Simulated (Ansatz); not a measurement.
Total energies of `C=CC12CC3CC(CC(C3)C1)C2` from Ansatz at PBE-D4/def2-SVP, gas phase (1 Eh = 27.2114 eV = 2625.5 kJ/mol). The reference geometry is relaxed at r2SCAN-D4/def2-SVP.

```json
{"state": "charge 0 singlet", "geometry": "reference", "energy (Eh)": "-467.18225"}
{"state": "charge 1 doublet", "geometry": "reference", "energy (Eh)": "-466.86798"}
{"state": "charge -1 doublet", "geometry": "reference", "energy (Eh)": "-467.11046"}
{"state": "charge -1 doublet", "geometry": "relaxed at r2SCAN-D4/def2-SVP", "energy (Eh)": "-467.11781"}
{"state": "free C atom (triplet)", "geometry": "–", "energy (Eh)": "-37.75124"}
{"state": "free H atom (doublet)", "geometry": "–", "energy (Eh)": "-0.49863"}
```

Work out the vertical ionisation energy to the doublet.

E(charge 1 doublet) − E(charge 0 singlet) = -466.86798 − (-467.18225) = 0.31427 Eh = 8.55 eV. For comparison, −ε of the highest occupied level is 6.01 eV at this level, 2.54 eV less.

Work out the vertical electron affinity, to the doublet.

E(charge 0 singlet) − E(charge -1 doublet) = -467.18225 − (-467.11046) = -0.07179 Eh = -1.95 eV; negative, so the extra electron isn't bound. The basis lacks diffuse functions, which makes affinities too small.

Give the fundamental gap IE − EA, the Mulliken electronegativity (IE + EA)/2 and the hardness (IE − EA)/2.

From the values in Eh: IE − EA = 0.31427 − (-0.07179) = 0.38606 Eh = 10.51 eV; (IE + EA)/2 = 3.30 eV; (IE − EA)/2 = 5.25 eV. The HOMO–LUMO gap of the same run is 5.57 eV, 4.94 eV smaller than the fundamental gap.

How much does the charge -1 doublet relax, and what is the adiabatic electron affinity?

Relaxation: -467.11046 − (-467.11781) = 0.00735 Eh = 0.20 eV. Adiabatic electron affinity: -0.06444 Eh = -1.75 eV, without zero-point energy. 

What is the binding energy per atom against free atoms?

Atoms: 12 × (-37.75124) + 18 × (-0.49863) = -461.99022 Eh. Binding: -461.99022 − (-467.18225) = 5.19203 Eh = 141.28 eV, or 4.71 eV for each of 30 atoms (no zero-point energy, no counterpoise term).

At PBE-D4/def2-SVP the gap within one spin of the charge 1 doublet nearly closes, so an electron or hole may be smeared out by delocalisation error. At PBE-D4/def2-SVP the gap within one spin of the charge -1 doublet nearly closes, so an electron or hole may be smeared out by delocalisation error. At PBE-D4/def2-SVP the highest occupied level of the charge -1 doublet lies above zero (up to 3.95 eV). By energy differences it is unbound by 1.95 eV (vertical, to the charge 0 singlet, at PBE-D4/def2-SVP) and held by the finite basis. At PBE-D4/def2-SVP the highest occupied level of the relaxed charge -1 doublet lies above zero (up to 3.52 eV). By energy differences, losing it releases 1.75 eV (each at its own geometry, to the charge 0 singlet, at PBE-D4/def2-SVP).
